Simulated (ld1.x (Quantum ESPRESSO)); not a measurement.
# tin: excitation energies, all-electron against TM

- Element: tin (Sn)
- Generator: ld1.x (Quantum ESPRESSO) 7.5
- Type: norm-conserving Troullier–Martins (Kleinman–Bylander form)
- Functional: PBE
- Relativity: scalar-relativistic
- Frozen core: [Kr] 4d10
- Valence charge: 4
- Reference configuration: 5s2 5p1 (charge +1)
- Partial waves: 5s (bound): rc 1.70 bohr; 5p (bound): rc 2.05 bohr; 5d channel at 0.05 Ry: rc 2.00 bohr
- Local potential: all-electron potential smoothed inside 1.55 bohr (lloc = -2)
- Core correction: none

Energies are relative to the spin-unpolarised reference configuration 5s2 5p1; without spin polarisation the order of configurations can differ from experiment.

```csv
valence configuration,charge,ΔE all-electron (eV),error AE − PS (meV)
5s2 5p2,0,-6.875,+21
5s2 5p0,+2,13.952,+66
5s1 5p0,+3,44.924,+569
5s0 5p4,0,7.311,+105
5s2 5p1.5,+0.5,-4.259,+9.0
5s1 5p3,0,0.104,+42
5s1 5p2,+1,7.649,+22
```

Note: ghost states, extra bound levels that the all-electron valence spectrum of the same l lacks: d at -152.6 eV, s at -7.1 eV. A true bound ghost makes a file unfit for plane-wave use.
